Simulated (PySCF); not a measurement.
**Choosing a basis for TDDFT**

Species: C₃H₈BCl.
InChI=1S/C3H8BCl/c1-3(5)2-4/h3H,2,4H2,1H3/t3-/m1/s1

TDDFT with PBE0 (PySCF), vertical singlets, core orbitals frozen in the response, spherical d and f functions. One conformer (not necessarily the lowest) at the PBE0-D3(BJ)/def2-SVP geometry, without solvent, vibrations or thermal averaging.

| basis | functions | diffuse | S1 (eV) | S2 (eV) | S3 (eV) | S4 (eV) | S5 (eV) | LUMO (eV) | α (au) |
| --- | --- | --- | --- | --- | --- | --- | --- | --- | --- |
| 6-31G* | 90 | no | 5.61 | 5.98 | 6.03 | 6.60 | 7.45 | -1.29 | 54.1 |
| 6-31+G* | 110 | yes | 5.50 | 5.84 | 5.93 | 6.48 | 7.16 | -1.59 | 61.2 |
| def2-SVP | 114 | no | 5.39 | 5.67 | 5.87 | 6.38 | 7.57 | -1.51 | 55.2 |
| def2-SVPD | 171 | yes | 5.49 | 5.82 | 5.87 | 6.45 | 7.23 | -1.64 | 67.1 |
| aug-cc-pVDZ | 191 | yes | 5.43 | 5.77 | 5.84 | 6.42 | 7.10 | -1.65 | 68.0 |
| def2-TZVP | 209 | no | 5.43 | 5.77 | 5.86 | 6.42 | 7.29 | -1.61 | 63.4 |
| def2-TZVPD | 266 | yes | 5.45 | 5.79 | 5.86 | 6.43 | 7.06 | -1.63 | 68.3 |

How much do these states and the polarisability depend on the basis?

States are compared by their number. Against the largest diffuse basis here (def2-TZVPD, itself not a converged limit), sets without diffuse functions differ by up to 0.16 eV in S1 and 0.51 eV in S5; the smaller diffuse sets differ by up to 0.05 and 0.16 eV. State by state, the largest deviation of a set without diffuse functions is S1 0.16, S2 0.18, S3 0.17, S4 0.17, S5 0.51 eV. The same number needn't mean the same state in each row. Against def2-TZVPD the polarisability deviates by -21% in 6-31G*, -10% in 6-31+G*, -19% in def2-SVP, -2% in def2-SVPD, 0% in aug-cc-pVDZ, -7% in def2-TZVP. A single + in a Pople set puts diffuse functions on heavy atoms only.
